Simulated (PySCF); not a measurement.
Coordinates in bohr (charge 0 multiplicity 3):
```
Mo    0.1053    0.1418    0.0200
O    -0.8978   -0.3593    3.2694
O     0.3638   -0.3593   -3.3708
H    -1.7827   -1.1761    4.6169
H     0.0347   -1.1761   -4.9490
```

Computed with UPBE0 in PySCF with Mo def2-TZVP with ECP28, O def2-TZVP, H def2-TZVP; scalar-relativistic core potentials, no spin–orbit coupling; density-fitted integrals.

This geometry of Mo(OH)₂ is a stationary point at this level.

**Question.** What is the point group?

**Answer.** C2v.

**Question.** Is it a minimum?

**Answer.** Yes: all harmonic wavenumbers are real.

**Question.** Which band is strongest in the infrared?

**Answer.** 3928 cm⁻¹ (b2), 471 km/mol.

**Question.** What are the dipole moment and the gap between the highest occupied and lowest empty levels of either spin?

**Answer.** 1.64 D and 2.66 eV.

**Question.** Give the atomic charges and bond orders.

**Answer.** 
```json
{"atom": "Mo1", "Mulliken": "0.70", "Löwdin": "0.30", "polar tensor": "0.83", "spin (Mulliken)": "2.12", "Mayer order to Mo1": "–"}
{"atom": "O2,3", "Mulliken": "-0.71", "Löwdin": "-0.32", "polar tensor": "-0.77", "spin (Mulliken)": "-0.07", "Mayer order to Mo1": "1.09"}
{"atom": "H4,5", "Mulliken": "0.35", "Löwdin": "0.17", "polar tensor": "0.35", "spin (Mulliken)": "0.00", "Mayer order to Mo1": "0.01"}
```
Other Mayer orders above 0.3: O–H 0.87 (×2).

This need not be the most stable arrangement of these atoms. Open d and f shells are described by one determinant, and the ground state may have another occupation or spin. At this level a quintet minimum of C2 symmetry lies 58 kJ/mol below this structure.
